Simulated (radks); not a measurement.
Results of a calculation; reference values are marked as such.
Initial-state core-level shifts of the europium ion Eu2+ when its valence configuration changes from [Xe] 4f7. Code: a radial shooting solver on a logarithmic mesh with Libxc functionals. Model: Dirac Kohn-Sham, PBE, spin-unpolarised, spherical densities, point nucleus; open shells fill j = l - 1/2 first. Shifts are changes of the shell-averaged eigenvalues in eV (positive: less bound).

valence	2s	2p	3s	5s
4f5 5d2	-14.869	-14.665	-16.923	-7.240
4f3 5d2 6p2	-42.511	-41.993	-47.337	-22.502
4f6.5 6p0.5	-5.038	-4.996	-5.421	-3.529
4f5.5 6s1 6p0.5	-15.634	-15.486	-16.976	-10.009
4f2 5d3 6p2	-53.322	-52.621	-59.862	-26.288
4f6 5d1	-6.785	-6.697	-7.694	-3.542
4f5.5 5d1 6p0.5	-12.622	-12.477	-14.043	-7.225
4f1 5d2 6s2 6p2	-73.007	-72.092	-81.167	-36.539
4f5 6s2	-21.101	-20.891	-23.002	-12.915
